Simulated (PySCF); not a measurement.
# How methods differ on the excitation energy of Al

Al [Ne] 3s2 3p1 (2P) → Al [Ne] 3s2 3d1 (2D), as a difference of total energies. Calculation: PySCF 2.14, in aug-cc-pCVTZ-DK (8s7p5d3f, 75 functions); the spin-free X2C one-electron Hamiltonian (Gaussian nucleus). Correlated levels: valence: [Ne] frozen; valence and next inner shell: 1s2 frozen; nothing frozen. The calculations carry no spin-orbit coupling.

```
                                method  excitation energy (eV)  error (eV)
                                   UHF                   4.398      +0.386
                                   LDA                   4.109      +0.097
                                   PBE                   4.062      +0.050
                                  PBE0                   4.227      +0.215
                                r2SCAN                   4.349      +0.337
                                revPBE                   4.037      +0.025
                                 TPSSh                   4.287      +0.275
                                  PW91                   4.090      +0.078
                                   M06                   3.981      -0.031
                         MP2 (valence)                   4.408      +0.396
                     SCS-MP2 (valence)                   4.413      +0.401
    MP2 (valence and next inner shell)                   4.387      +0.375
SCS-MP2 (valence and next inner shell)                   4.397      +0.385
                   MP2 (all electrons)                   4.389      +0.377
               SCS-MP2 (all electrons)                   4.398      +0.386
```

Reference: 4.012 eV (measured; NIST levels, between the centres of gravity of the two terms).

Errors of the correlated levels include the incompleteness of this basis and the frozen core.

The promoted electron is Rydberg-like, and one or two diffuse shells describe it only roughly, which tends to raise the upper state.
